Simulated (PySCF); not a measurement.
**Multinuclear NMR of C₇H₉NSi**

Mapped SMILES: `[H]/[N:2]=[CH:3]\[C:4]1=[CH:5][C@@:6]2([SiH3:7])[CH:8]=[CH:9][C@@H:10]12` (H(Xn): hydrogen on atom n).

One computed conformer, rapidly exchanging positions averaged, no relativistic terms, no solvent model. Geometry from GFN2-xTB; shielding tensors at PBE0/pcSseg-1 (GIAO); PySCF 2.14.0 with density-fitted response routines.

(1) Where does ²⁹Si resonate?

(2) Predict the ¹⁵N NMR data.

Answers

(1) 
| atoms | environment | σ (ppm) | δ (ppm) |
| --- | --- | --- | --- |
| Si7 | silicon bonded to C, 3 H | 422.4 | -67.2 |

Shieldings were converted by a linear fit to measured shifts: ²⁹Si: δ = 279.94 − 0.822σ (rms 8.9 ppm, 72 shifts, 25.8 ppm with the 6 outliers that the fit left out vs TMS, solution or neat liquid). Occasional misses reach two or three times the rms, and more in compound classes unlike the fitted ones.

On a 500 MHz spectrometer ²⁹Si resonates near 99.3 MHz, so 1 ppm is 99.3 Hz.

(2) 
```
atoms     environment  σ (ppm)  δ (ppm)
   N2  imine nitrogen    -82.0    -72.5
```

Shieldings were converted by a linear fit to measured shifts: ¹⁵N (scatter 6.3 ppm rms vs CH3NO2, solution or neat liquid). Occasional misses reach two or three times the rms, and more in compound classes unlike the fitted ones.

On a 600 MHz spectrometer ¹⁵N resonates near 60.8 MHz, so 1 ppm is 60.8 Hz.
